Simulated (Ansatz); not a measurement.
`OC(O)=[N][ZnH]` + H₂ → `O/C=[N]/[ZnH]` + H₂O at 700 K and 1 bar (hydrogenolysis of a C–O bond).

Isolated molecules relaxed with PBE0-D4/def2-TZVP in Ansatz; ΔE leaves out vibrations. CCSD(T)/CBS adds triple-zeta CCSD(T) − MP2 to the extrapolated MP2 energy (def2 sets, frozen cores). This one scheme is used for every species. For Zn outer-core shells are correlated without core-valence functions, which leaves a few kJ/mol of doubt a bond. Scalar relativity is left out up to krypton. One conformer a species, not always the lowest.

```tsv
species	CCSD(T)/CBS energy (Eh)	H − E (kJ/mol)	S (J/(mol·K))
`OC(O)=[N][ZnH]`	-2023.27993	190.9	429.8
H₂	-1.17544	46.8	155.3
`O/C=[N]/[ZnH]`	-1948.09320	165.9	389.2
H₂O	-76.37941	80.5	218.4
```

H − E and S are ideal-gas, rigid-rotor, harmonic terms from PBE0-D4/def2-TZVP, for one conformer and one mirror image of each species. For small species the MP2-based limit differs from directly extrapolated CCSD(T) by up to some mEh (0.8 for H₂); such offsets cancel only in part. 1 Eh = 2625.50 kJ/mol, R = 8.31446 J/(mol·K).

Task: By hand: ΔE, ΔH, ΔS and ΔG.

Result: ΔE = (-1948.09320) + (-76.37941) − (-2023.27993) − (-1.17544) = -0.01724 Eh = -45.3 kJ/mol. Δ(H − E) = 165.9 + 80.5 − 190.9 − 46.8 = 8.7, so ΔH = -36.6 kJ/mol. ΔS = 389.2 + 218.4 − 429.8 − 155.3 = 22.5 J/(mol·K). ΔG = -36.6 − 700 × (22.5)/1000 = -52.4 kJ/mol.

Task: By hand: the equilibrium constant, and the temperature at which ΔG would vanish if ΔH and ΔS stayed fixed.

Result: log₁₀ K = −ΔG/(RT ln 10) = 3.9. ΔH and −TΔS have one sign here, so there is no such temperature.

TΔS isn't small against ΔH here. A doubt of 5 kJ/mol in ΔE shifts log₁₀ K by 0.4 here. Other conformers and mirror images would add mixing entropy, several J/(mol·K) or more a flexible species. These are equilibria of isolated gas molecules and say nothing of rates. Largest T1 diagnostic: 0.017 (customary marks: 0.02 for closed shells, 0.045 for open ones).
